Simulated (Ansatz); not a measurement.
`BBBr` + `F[SiH3]` → `BB[SiH2]F` + HBr  (formal exchange of groups at a B–Br bond)

Computed with Ansatz on PBE0-D4/def2-TZVP structures; ΔE is electronic, products minus reactants. CCSD(T)/CBS is the MP2 limit (def2-TZVPP, def2-QZVPP) plus CCSD(T) − MP2 in def2-TZVPP, frozen cores. This one scheme is used for every species. DFT in def2-TZVPP. For Br outer-core shells are correlated without core-valence functions, which leaves a few kJ/mol of doubt a bond. Scalar relativity is left out up to krypton. Each species was taken in one conformer, which may not be the lowest.

**Question.** Is it downhill or uphill in electronic energy at CCSD(T)/CBS, and by how much? (Best estimate.)

**Answer.** The calculation gave: Uphill: ΔE = +22.3 kcal/mol.

**Question.** What do these levels give: LDA (SPW92), r2SCAN-D4, BLYP, MP2/def2-SVP, MP2/def2-QZVPP, HF/CBS(def2)? (An estimate is asked.)

**Answer.** The calculation gave: LDA (SPW92) 16.7, r2SCAN-D4 19.5, BLYP 19.5, MP2/def2-SVP 24.2, MP2/def2-QZVPP 24.7, HF/CBS(def2) 24.4 kcal/mol.

Largest T1 diagnostic among the species: 0.014.

Leaving LDA and LC-ωPBE aside and taking each functional with its dispersion term where it has one, the values, not all of them listed here, spread over 4.5 kcal/mol, from B97M-V to B2PLYP. LDA lies −1.3 kcal/mol from PBE without D4. From BLYP to BHLYP (50 % exact exchange), in def2-TZVPP and without D4, ΔE moves by +2.4 kcal/mol.
